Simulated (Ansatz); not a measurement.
Name a neutral molecule of C, F, O, Si and H with HOMO energy (ωB97M-V/def2-TZVPP) between -10.80 and -10.50 eV and HOMO–LUMO gap (ωB97M-V/def2-TZVPP) between 11.65 and 11.95 eV (Ansatz, PBE0-D4/def2-TZVP geometry).

`C=C[SiH](F)O[SiH3]` (-10.62 eV, 11.89 eV); `C=C[SiH](F)OC` (-10.53 eV, 11.81 eV). Other molecules can fit too; these were computed, each in one conformer that needn't be the lowest.
